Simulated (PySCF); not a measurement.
C6H6O, SMILES C1C=CO[C@@H]1C#C.

The structure is a stationary point at B3LYP-D3(BJ)/def2-SVP. The structure was generated by enumeration; whether it is a known compound was not checked. One conformer was computed; it need not be the lowest.

All values below come from M06-2X/def2-TZVP (PySCF).

Isolated molecule, no solvent.

- total energy: -307.35076 hartree
- highest occupied level: -7.64 eV
- lowest empty level: 1.19 eV
- orbital gap: 8.82 eV
- dipole moment: 1.31 D
- quadrupole, principal values (traceless, Buckingham form, about the centre of nuclear charge): -5.07, -0.31, 5.38 D·Å
- mean static polarisability: 67.0 bohr³ (9.93 Å³)
- polarisability, principal values: 53.7, 63.4, 84.0 bohr³
